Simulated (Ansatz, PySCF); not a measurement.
Complex: AsH3 (SMILES [AsH3]) (first 4 atoms) with H2Se (SMILES [SeH2]); geometry from B3LYP-D3(BJ)/def2-TZVP, rigid monomers moved along the line of their centres of mass till As1···Se5 is 3.36 Å.
(charge 0, multiplicity 1):
```csv
atom,x (Å),y (Å),z (Å)
As,-0.1887,-0.1176,-0.3551
H,-0.1534,-0.0902,-1.8806
H,1.3100,0.1333,-0.2509
H,-0.5074,1.3694,-0.2698
Se,-0.0466,-0.4812,2.9774
H,-1.4904,-0.5497,2.7152
H,-0.2771,0.0277,4.3392
```

Monomers are frozen at their geometry in the pair; levels with a basis set take the counterpoise correction.

Cores are frozen in the correlated methods. Filled d and f shells under p-block atoms count as core. CBS(a, b) extrapolates the correlation energy as X⁻³ and adds the Hartree–Fock energy of set b.

The values were computed with Ansatz (Gaussian orbitals); PySCF for the dispersion terms. 

The comparison value is -0.42 kcal/mol (MP2/CBS(aug-cc-pVDZ, aug-cc-pVTZ) + ΔCCSD(T)/aug-cc-pVDZ). It is a level with limits of its own, not the exact answer.

Task: Order these levels by how close they come to the comparison value for the interaction energy, closest first: r2SCAN-D4/def2-TZVPPD, PBE/def2-TZVPPD, PBE-D4/def2-TZVPPD, CCSD(T)/aug-cc-pVDZ. Give each level's value less the comparison value.

Result: r2SCAN-D4/def2-TZVPPD (-0.02 kcal/mol), PBE/def2-TZVPPD (0.48 kcal/mol), PBE-D4/def2-TZVPPD (-0.85 kcal/mol), CCSD(T)/aug-cc-pVDZ (1.12 kcal/mol)

Ansatz is an electronic-structure program.
